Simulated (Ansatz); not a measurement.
C2H6BO2, SMILES CO[B]OC (connectivity only; charge and spin as stated), charge +1, multiplicity 1.

Geometry optimised at PBE0-D3(BJ)/def2-SVP. The multiplicity is an assumed one; no other spin state was optimised. The isomer is the one that the SMILES or the coordinates give; other isomers of the formula were not compared. Other conformers were not sampled.

Two levels are set side by side: PBE/def2-SVPD (Ansatz, a first-principles code) and CAM-B3LYP/def2-SVPD (Ansatz). Energy differences of separate SCF runs at the same geometry; the states with an electron removed or added have multiplicity 2 and 2. Differences are taken from unrounded values.

```
quantity                             PBE
---------------------------------  -----
vertical ionisation energy (eV)    16.49
vertical electron affinity (eV)     3.80
vertical singlet–triplet gap (eV)   7.26
```

Problem. These are the PBE values. What does CAM-B3LYP give? (Estimate from the structure and the level; the computed values follow.)

Solution. 
```csv
quantity,CAM-B3LYP,PBE minus CAM-B3LYP
vertical ionisation energy (eV),17.45,-0.95
vertical electron affinity (eV),3.59,0.20
vertical singlet–triplet gap (eV),8.37,-1.11
```
